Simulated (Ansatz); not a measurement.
| atom | x (Å) | y (Å) | z (Å) |
| --- | --- | --- | --- |
| S | 0.0000 | 0.0000 | -0.1123 |
| H | 0.0000 | 1.0493 | 0.8987 |
| H | 0.0000 | -1.0493 | 0.8987 |

Basis set: def2-TZVP (spherical functions). Frozen core: 5 orbitals. Charge 0, multiplicity 1.

Computed with Ansatz (development build ahead of 0.2.0); each method stands on the lowest determinant of its kind that the runs found. Restricted open shells among the atoms or ions are ROHF, correlated in semicanonical orbitals with singles.

The atomization energy at this shape (free ground-state atoms in the same class of orbitals less the molecule, no zero-point energy) of singlet H₂S:

```
 method  atomization energy
RHF-MP2             7.04 eV
```

Question: What does RHF give?

Answer: 5.34 eV. Caution: the shape is not the minimum.
